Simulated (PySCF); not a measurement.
**Molecular orbitals of SeO**

PBE at R = 1.636 Å; basis Se def2-TZVPP, O def2-TZVPP; no relativity; PySCF 2.14. State: ³Σ⁻ (triplet), unpaired electrons π ↑↑. Only the outer orbitals are listed, counted within each symmetry.

| spin | orbital | occ. | ε (eV) | on Se (%) | main shells (%) |
| --- | --- | --- | --- | --- | --- |
| α | 8σ | 1 | -25.73 | 22 | 73 O s, 15 Se s |
| α | 9σ | 1 | -16.67 | 78 | 75 Se s, 16 O s |
| α | 10σ | 1 | -10.32 | 37 | 56 O p, 30 Se p |
| α | 4π | 1 | -9.99 | 38 | 62 O p, 36 Se p |
| α | 4π | 1 | -9.99 | 38 | 62 O p, 36 Se p |
| α | 5π | 1 | -5.97 | 67 | 64 Se p, 33 O p |
| α | 5π | 1 | -5.97 | 67 | 64 Se p, 33 O p |
| α | 11σ | 0 | -1.40 | 96 | 78 Se p, 15 O p, 12 Se d |
| α | 6π | 0 | 4.62 | 101 | 98 Se p |
| α | 6π | 0 | 4.62 | 101 | 98 Se p |
| β | 8σ | 1 | -24.83 | 25 | 69 O s, 17 Se s |
| β | 9σ | 1 | -15.53 | 75 | 72 Se s, 18 O s |
| β | 10σ | 1 | -9.71 | 39 | 54 O p, 30 Se p, 8 Se s |
| β | 4π | 1 | -8.80 | 40 | 59 O p, 38 Se p |
| β | 4π | 1 | -8.80 | 40 | 59 O p, 38 Se p |
| β | 5π | 0 | -4.43 | 66 | 63 Se p, 34 O p |
| β | 5π | 0 | -4.43 | 66 | 63 Se p, 34 O p |
| β | 11σ | 0 | -0.83 | 96 | 79 Se p, 15 O p, 10 Se d |

Question: Which are the highest filled and the lowest empty level, where do they sit, and how wide is the gap?

Answer: Highest filled α 5π at -5.97 eV (in %: 64 Se p, 33 O p); lowest empty β 5π at -4.43 eV (in %: 63 Se p, 34 O p); the gap at PBE is 1.54 eV. Both belong to one degenerate shell, split only by its one-sided filling, so this is no excitation gap.

```
bond order (Mayer)                              : 1.96
⟨S²⟩                                            : 2.004
charge on Se (Mulliken, basis-dependent)        : 0.33
charge on Se (Löwdin, basis-dependent)          : 0.29
dipole moment (positive dipole means Se(−)O(+)) : -1.97 D
polarisability along the bond                   : 33.9 bohr³
polarisability across the bond                  : 19.1 bohr³
```

Shares are Mulliken populations and can fall outside 0 to 100 %.

Spin–orbit coupling is left out. The state is the lowest determinant that a PBE0 search found; another state may lie lower at other levels.
